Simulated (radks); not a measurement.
Problem. Dy3+, configuration [Xe] 4f9 (the NIST ground configuration). All-electron calculation, Dirac Kohn-Sham, LDA (Slater exchange, Perdew-Wang correlation), spin-unpolarised, spherical densities, finite nucleus; open shells fill j = l - 1/2 first; Fermi nuclear charge, rms radius 5.2218 fm. Program: a radial shooting solver on a logarithmic mesh with Libxc functionals. Some entries of the table are withheld. Estimate them.

orbital  occ.  eigenvalue (eV)  <r> (bohr)
1s1/2       2        -53573.20     0.02113
2s1/2       2        -8945.005     0.08929
2p1/2       2        -8512.925     0.07440
2p3/2       4        -7713.704     0.08146
3s1/2       2        -2016.271      0.2344
3p1/2       2              (1)      0.2240
3p3/2       4              (2)      0.2373
3d3/2       4        -1334.529      0.2097
3d5/2       6        -1298.274      0.2139
4s1/2       2              (3)      0.5298
4p1/2       2        -349.8571      0.5399
4p3/2       4        -312.4900      0.5706
4d3/2       4        -189.1752      0.6020
4d5/2       6        -182.3880      0.6128
5s1/2       2         -78.4043       1.275
5p1/2       2         -57.5128       1.417
5p3/2       4         -52.2888       1.508
4f5/2       6         -35.3737         (4)
4f7/2       3         -34.4261         (5)

Solution. 
(1) 3p1/2 eigenvalue (eV): -1827.125
(2) 3p3/2 eigenvalue (eV): -1661.242
(3) 4s1/2 eigenvalue (eV): -424.5138
(4) 4f5/2 <r> (bohr): 0.8004
(5) 4f7/2 <r> (bohr): 0.8122
